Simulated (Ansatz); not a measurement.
One change: `[AlH2][O][SiH2][SiH3]` becomes `FCO[SiH2][SiH3]`.

Ansatz, PBE0-D4/def2-TZVP geometries, multiplicity 1. Each molecule was computed in one conformer, which needn't be the lowest.

```csv
property,`[AlH2][O][SiH2][SiH3]`
HOMO energy (ωB97M-V/def2-TZVPP) / eV,-9.89
LUMO energy (PBE0/def2-TZVPP) / eV,-1.22
size of the dipole moment (PBE/def2-TZVPP) / D,0.54
HOMO energy (B3LYP/def2-TZVPP) / eV,-7.63
LUMO energy (B3LYP/def2-TZVPP) / eV,-1.45
HOMO–LUMO gap (ωB97M-V/def2-TZVPP) / eV,10.24
```

Problem. Give the same properties after the change, and the shifts. (Estimate.)

Solution. Ansatz gave: 
```tsv
property	`FCO[SiH2][SiH3]`	shift
HOMO energy (ωB97M-V/def2-TZVPP) / eV	-10.18	-0.29
LUMO energy (PBE0/def2-TZVPP) / eV	-0.41	0.81
size of the dipole moment (PBE/def2-TZVPP) / D	1.14	0.60
HOMO energy (B3LYP/def2-TZVPP) / eV	-7.89	-0.26
LUMO energy (B3LYP/def2-TZVPP) / eV	-0.57	0.88
HOMO–LUMO gap (ωB97M-V/def2-TZVPP) / eV	11.57	1.33
```

With PBE0 the HOMO falls by 0.27 eV and the LUMO rises by 0.81 eV, so the gap widens by about 1.08 eV. PBE moves the HOMO by -0.14 eV and ωB97M-V by -0.29 eV. Dipoles are sizes alone; their direction can turn.

Positive LUMOs are unbound, so they and the gaps depend on the basis.

B3LYP here is the variant with VWN-RPA as its local correlation; programs differ in this.
